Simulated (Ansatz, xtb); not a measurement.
# Relaxing a trial structure of C2H10AlNO

The starting geometry of this gas-phase singlet was built from a drawn formula by distance geometry and a force field; its bonds are those of `CO[CH2][AlH2-][NH3+]`.

```csv
atom,x (Å),y (Å),z (Å)
C,1.7129,-0.8876,0.9808
C,-0.2159,-0.7130,-0.2289
Al,-0.9419,-0.2285,-2.0315
N,-0.4460,1.6188,-2.4490
O,1.1654,-0.5620,-0.2748
H,1.4939,-1.9308,1.2323
H,1.2994,-0.2278,1.7819
H,2.7991,-0.7422,1.0035
H,-0.4636,-1.7741,-0.1073
H,-0.7084,-0.0571,0.5093
H,-0.3306,-1.1782,-3.0830
H,-2.5431,-0.3311,-2.0427
H,-0.8968,1.9277,-3.3110
H,0.6023,1.6547,-2.5313
H,-0.7916,2.2160,-1.6542
```

**Question.** Where would you expect an optimisation with r2SCAN-D4/def2-SVP to take it?

**Answer.** It keeps its bonds, and is `CO[CH2][AlH2-][NH3+]`.

The energy falls by 0.70 eV over 16 steps:

```json
{"step": "1", "E − E(last) (eV)": "0.701"}
{"step": "3", "E − E(last) (eV)": "0.181"}
{"step": "4", "E − E(last) (eV)": "0.155"}
{"step": "6", "E − E(last) (eV)": "0.073"}
{"step": "8", "E − E(last) (eV)": "0.026"}
{"step": "9", "E − E(last) (eV)": "0.019"}
{"step": "11", "E − E(last) (eV)": "0.002"}
{"step": "13", "E − E(last) (eV)": "0.000"}
{"step": "14", "E − E(last) (eV)": "0.000"}
{"step": "16", "E − E(last) (eV)": "0.000"}
```

Final geometry (Å):

```xyz
15

C     1.6878   -0.5388    0.7960
C    -0.4054   -0.8701   -0.3037
Al   -1.2900   -0.3608   -2.0506
N    -0.1871    1.3528   -2.2019
O     0.9012   -0.2565   -0.3315
H     1.8775   -1.6262    0.8925
H     1.2001   -0.1940    1.7309
H     2.6527   -0.0198    0.6836
H    -0.2833   -1.9677   -0.1834
H    -0.9460   -0.5259    0.6064
H    -0.7992   -1.1901   -3.3344
H    -2.8211    0.1168   -1.9807
H     0.2273    1.5390   -3.1159
H     0.5687    1.1186   -1.5280
H    -0.6481    2.2071   -1.8853
```

From the same start GFN2-xTB ends elsewhere, differing in Al3–O5 (1.87 against 2.79 Å here).

The end wasn't checked by frequencies. Run with Ansatz 0.2.0, 44 s on 2 threads of Arm Neoverse V2, on a shared host.
